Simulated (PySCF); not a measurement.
C₄H₅Br. Atoms are numbered in the order given.

```xyz
10

C     -0.3692     3.6755     0.0000
C      0.3801     2.5607     0.0000
C     -0.1678     1.2122     0.0000
C      0.6021     0.1132     0.0000
Br    -0.0915    -1.6447     0.0000
H     -1.4625     3.6261     0.0000
H      0.0853     4.6687     0.0000
H      1.4731     2.6464     0.0000
H     -1.2579     1.1086     0.0000
H      1.6937     0.1452     0.0000
```

Geometry: B3LYP-D3(BJ)/def2-SVP. Other conformers were not sampled.

Level of theory: TDDFT-PBE/def2-SVPD run with PySCF 2.14.0.

Vertical excitations. Gas-phase values at a fixed geometry. State labels are in the subgroup Cs.

### Question
List the lowest excited states. (The exact figures need the calculation; the answer reports its results.)

### Answer

```tsv
state	symmetry	energy (eV)	λ (nm)	f	main pairs
S1	A'	4.84	256	0.537	HOMO→LUMO 87 %
S2	A"	4.92	252	0.000	HOMO−1→LUMO 100 %
S3	A"	4.94	251	0.001	HOMO→LUMO+1 99 %
S4	A'	5.83	213	0.080	HOMO−2→LUMO 47 %, HOMO→LUMO+2 44 %
S5	A"	6.12	203	0.003	HOMO→LUMO+3 100 %
S6	A"	6.25	198	0.014	HOMO→LUMO+4 100 %
S7	A'	6.40	194	0.002	HOMO−1→LUMO+1 99 %
S8	A"	6.43	193	0.000	HOMO→LUMO+5 100 %
S9	A'	6.53	190	0.130	HOMO→LUMO+2 38 %, HOMO−2→LUMO 35 %, HOMO−4→LUMO 17 %
S10	A"	6.66	186	0.000	HOMO−3→LUMO 99 %
T1	A'	2.96	419	0	HOMO→LUMO 97 %
T2	A"	4.57	271	0	HOMO→LUMO+1 100 %
T3	A"	4.83	256	0	HOMO−1→LUMO 100 %
T4	A'	4.87	255	0	HOMO−2→LUMO 72 %, HOMO→LUMO+2 21 %
```
Triplets are in the Tamm–Dancoff approximation, which puts them higher than full response would, so one can lie above its singlet here.
